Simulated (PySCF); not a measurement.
A PySCF script (with the pyscf-properties extension) for the NMR shieldings of `[SiH3]C[C@@H]([SiH3])C[SiH2][SiH3]`, C3H16Si4, on a GFN2-xTB geometry:

```python
import basis_set_exchange as bse
import numpy as np
from pyscf import gto, dft
from pyscf.prop import nmr

atoms = """
Si    2.413269   -0.927065    0.765430
C     0.973811    0.297760    0.972917
C     0.240778    0.750845   -0.291839
Si    1.294056    1.873188   -1.424373
C    -0.333200   -0.424753   -1.084930
Si   -1.612731   -1.475522   -0.132811
Si   -3.096625   -0.100625    0.983660
H     3.057256   -1.073637    2.075079
H     1.944300   -2.245993    0.333904
H     3.393116   -0.418095   -0.196431
H     0.249194   -0.154138    1.659493
H     1.353946    1.186157    1.485793
H    -0.613492    1.362706    0.040412
H     1.969887    2.893744   -0.620913
H     2.278288    1.087103   -2.168952
H     0.388099    2.521463   -2.377442
H    -0.821343   -0.032594   -1.982119
H     0.484675   -1.057068   -1.436754
H    -0.913861   -2.408482    0.766012
H    -2.267994   -2.334394   -1.133762
H    -4.338348   -0.793029    1.336257
H    -3.491302    1.074777    0.198118
H    -2.556530    0.424636    2.243329
"""
names = dict.fromkeys(["Si", "C", "H"], "pcSseg-1")
basis = {el: gto.basis.parse(bse.get_basis(n, elements=[el], fmt="nwchem")) for el, n in names.items()}
mol = gto.M(atom=atoms, basis=basis, charge=0, verbose=0)
mf = dft.RKS(mol, xc="PBE0")
mf.grids.level = 2
mf.grids.alignment = dft.numint.BLKSIZE   # the property module wants whole blocks of grid points
mf.conv_tol = 1e-9
mf.kernel()

calc = nmr.RKS(mf)   # GIAO
C = mf.mo_coeff
Co = C[:, mf.mo_occ > 0]
resp = mf.gen_response(singlet=True, hermi=2)
def vind(x):   # induced exchange potential for any number of trial vectors
    d = np.einsum("pi,xij,qj->xpq", C, 2 * x.reshape(-1, C.shape[1], Co.shape[1]), Co, optimize=True)
    return np.einsum("xpq,pi,qj->xij", resp(d - d.transpose(0, 2, 1)), C, Co, optimize=True).ravel()
mo1, _ = nmr.rhf.solve_mo1(calc, with_cphf=vind)
sigma = calc.kernel(mo1)
for i, s in enumerate(sigma):   # ppm
    print("%2d %-2s %9.2f" % (i, mol.atom_pure_symbol(i), np.trace(s) / 3))
```

Task: What are the results?

Result: 
```
 0 Si    433.09
 1 C     172.77
 2 C     167.14
 3 Si    409.58
 4 C     171.72
 5 Si    426.50
 6 Si    471.96
 7 H      28.02
 8 H      27.76
 9 H      27.78
10 H      30.39
11 H      30.52
12 H      30.24
13 H      27.87
14 H      27.79
15 H      27.93
16 H      30.66
17 H      30.70
18 H      27.49
19 H      27.75
20 H      28.33
21 H      28.26
22 H      28.20
```

These numbers come from an equivalent density-fitted implementation of the same equations, which agrees with the script to about 0.01 ppm for H and up to a few tenths of a ppm for heavy atoms, so last digits may differ.

Task: Turn these shieldings into chemical shifts. Shifts are taken against calculated references (same method and geometry level): ²⁹Si (σref 349.16), ¹³C (σref 186.93), ¹H (σref 31.72) against TMS.

Result: Averaging equivalent atoms: Si 3: -60.4; Si 5: -77.3; Si 0: -83.9; Si 6: -122.8; C 2: 19.8; C 4: 15.2; C 1: 14.2; H 18: 4.23; H 19: 3.97; H 7/8/9: 3.86; H 13/14/15: 3.85; H 20/21/22: 3.45; H 12: 1.47; H 10: 1.33; H 11: 1.20; H 16: 1.05; H 17: 1.02 ppm. 

Size and cost of the density-fitted run: 227 basis functions, 110 s wall time on 1 thread of an Arm Neoverse N1, shared host; peak memory 1 GiB.
